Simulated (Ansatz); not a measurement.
Bond stretch in CH (cation, charge +1), singlet.

Method: full CI/cc-pVTZ, frozen core (Ansatz, a quantum-chemistry and plane-wave program).

Relative to R = 1.14 Å, what are the energies at R = 0.85, 2.51, 4.00, 4.52 Å?

45.8 kcal/mol at 0.85 Å, 84.3 kcal/mol at 2.51 Å, 96.1 kcal/mol at 4.00 Å, 96.3 kcal/mol at 4.52 Å.
